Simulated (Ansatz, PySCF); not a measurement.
Reaction (SMILES): CCC([SiH3])[SiH3] + 4 [H][H] (H2) -> 3 C (CH4) + 2 [SiH4] (SiH4)
Each molecule is optimised on its own at B3LYP-D3(BJ)/def2-TZVP (Ansatz, a quantum-chemistry and plane-wave program), one conformer each, not searched for the lowest. Frequencies are from Ansatz or PySCF.

Wanted: energy of full hydrogenation (enthalpy at 298 K, with B3LYP-D3(BJ) rigid-rotor harmonic-oscillator terms), in kcal/mol. Correlated levels leave the core frozen unless marked. No spin-orbit coupling. No relativistic terms. CBS marks a two-point X^-3 extrapolation of the correlation energy; Hartree-Fock from the larger set.

CCSD(T)/CBS(cc-pV(T+d)Z,cc-pV(Q+d)Z) (Ansatz) gives -34.9 kcal/mol.

Task: Another calculation gave -36.6 kcal/mol. Which level was it?
(A) HSE06/def2-TZVPD (Ansatz)
(B) SVWN5/def2-TZVPD (Ansatz)
(C) B3LYP/def2-TZVPD (Ansatz)
(D) wB97X-V/def2-TZVPD (Ansatz)

Result: D, wB97X-V/def2-TZVPD (Ansatz). The others give -40.7 (HSE06), -47.5 (B3LYP), -31.2 (SVWN5) kcal/mol.
